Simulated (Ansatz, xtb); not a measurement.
Isomers of H3SbSi in order of energy

3 gas-phase structures of H3SbSi, found in a search over its isomers (lower ones may exist). Each was relaxed with GFN2-xTB:

A. `[SiH2]=[SbH]`, a singlet
B. `[SiH][SbH2]`, a triplet
C. `[SiH][SbH2]`, a singlet

Make a reasoned guess at their ranking by r2SCAN-D4/def2-SVP single-point energy.

Calculated order at r2SCAN-D4/def2-SVP: A (0.000), C (1.237), B (1.569) eV.

Energies above the lowest of each column, in eV; the last columns are at PBE0-D3(BJ)/def2-SVP geometries and were run for some of them only (a dash: not run or not comparable):

```
structure  GFN2-xTB  HF/STO-3G  r2SCAN-D4/def2-SVP  PBE0-D3(BJ)/def2-SVP  CCSD(T)/def2-TZVPP
        A     0.000      0.000               0.000                 0.000               0.000
        C     0.576      0.320               1.237                 1.049               1.060
        B         –      0.796               1.569                     –                   –
```

Every level run on A puts it lowest or level with the lowest. Flexible structures stand in one conformer each, not always the lowest. Frequencies (PBE0-D3(BJ)/def2-SVP) were run for A, C alone. GFN2-xTB has no spin polarisation and isn't compared across spin states. Open shells are spin-unrestricted. Atoms past krypton carry core potentials in the def2 sets, without spin–orbit terms.

Programs: Ansatz 0.2.0, xtb 6.7.1.
